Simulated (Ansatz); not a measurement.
Consider the substitution at a C–C bond: `CC(C)[SiH3]` + `[SH][GeH3]` → `C[S][GeH3]` + `CC[SiH3]`.

Computed with Ansatz on PBE0-D4/def2-TZVP structures; ΔE is electronic, products minus reactants. CCSD(T)/CBS adds triple-zeta CCSD(T) − MP2 to the extrapolated MP2 energy (def2 sets, frozen cores). DFT in def2-TZVPP. HSE06 is defined as in plane-wave codes. For Ge outer-core shells are correlated without core-valence functions, which leaves a few kJ/mol of doubt a bond. Scalar relativity is left out up to krypton.

`CC(C)[SiH3]`:

```xyz
14

C     1.411   -0.351    0.441
C     0.083   -0.324   -0.309
C    -0.010    0.884   -1.236
Si   -1.372   -0.375    0.887
H     1.506   -1.233    1.079
H     2.254   -0.353   -0.257
H     1.521    0.532    1.080
H     0.008   -1.236   -0.917
H     0.037    1.819   -0.670
H    -0.941    0.891   -1.810
H     0.820    0.893   -1.950
H    -2.664   -0.395    0.147
H    -1.350    0.832    1.762
H    -1.303   -1.584    1.753
```

`[SH][GeH3]`:

Z-matrix (Å, degrees):
```
Ge
S 1 2.224
H 1 1.536 2 110.4
H 1 1.533 2 104.8 3 119.2
H 1 1.536 2 110.4 3 -121.7
H 2 1.343 1 94.6 3 60.6
```

`C[S][GeH3]`:

Cartesian coordinates in Å:
```
C -0.575 -1.304 0.615
S -0.047 0.282 1.318
Ge 0.568 1.306 -0.544
H -1.405 -1.173 -0.080
H -0.912 -1.920 1.449
H 0.250 -1.812 0.116
H 1.055 2.701 -0.136
H -0.630 1.406 -1.507
H 1.695 0.514 -1.231
```

`CC[SiH3]`:

Z-matrix (Å, degrees):
```
C
C 1 1.526
H 1 1.093 2 111.4
H 1 1.093 2 111.6 3 120.1
H 1 1.093 2 111.4 3 -119.8
Si 2 1.876 1 113.4 3 59.9
H 2 1.095 1 110.5 3 -178.6
H 2 1.095 1 110.5 3 -61.7
H 6 1.489 2 110.4 1 -59.6
H 6 1.489 2 110.4 1 59.7
H 6 1.489 2 111.1 1 -180.0
```

```tsv
level	ΔE (kcal/mol)	difference from CCSD(T)/CBS
LDA (SPW92)	3.2	0.9
PBE-D4	1.5	-0.8
revPBE-D4	1.6	-0.7
PBE0-D4	2.0	-0.3
HSE06-D4	1.9	-0.4
BHLYP-D4	2.1	-0.2
B2PLYP	1.8	-0.5
r2SCAN	1.7	-0.6
r2SCANh	1.9	-0.4
r2SCAN0	2.0	-0.3
BHLYP	1.8	-0.5
LC-ωPBE	2.1	-0.2
SCS-MP2/def2-TZVPP	2.6	0.3
HF/def2-QZVPP	1.9	-0.4
HF/CBS(def2)	1.9	-0.4
CCSD/CBS(def2)	2.4	0.1
CCSD(T)/CBS	2.3	0
```

Largest T1 diagnostic among the species: 0.011.

At CCSD(T), def2-SVP lies +3.1 kcal/mol from the extrapolated value and def2-TZVPP +0.7 kcal/mol. In def2-TZVPP, CCSD(T) changes the Hartree–Fock value by +1.2 kcal/mol (the triples alone add −0.1 kcal/mol) and MP2 by +1.0 kcal/mol.
